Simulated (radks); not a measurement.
Coulomb parameter of the 4d shell of the silver ion Ag3+ in the model configuration [Kr] 4d7 5p1, as a second difference U = [E(n + 0.5) + E(n - 0.5) - 2 E(n)] / (0.5)^2 with all orbitals relaxed. "Bare": the charge of the atom changes with n. "Screened": the 5p shell takes up the change at fixed total charge, which measures U(4d,4d) + U(5p,5p) - 2 U(4d,5p). All-electron calculation, Dirac Kohn-Sham, PBEsol, spin-unpolarised, spherical densities, finite nucleus; open shells are shared between the two j in proportion to 2j + 1; Fermi nuclear charge, rms radius 4.5454 fm. Program: a radial shooting solver on a logarithmic mesh with Libxc functionals.

case              configuration  E - E(n) (eV)
start              [Kr] 4d7 5p1          0.000
bare +0.5        [Kr] 4d7.5 5p1        -22.735
bare -0.5        [Kr] 4d6.5 5p1         26.676
screened +0.5  [Kr] 4d7.5 5p0.5        -11.298
screened -0.5  [Kr] 4d6.5 5p1.5         12.136

U(bare) = 15.765 eV, U(screened by 5p) = 3.352 eV.
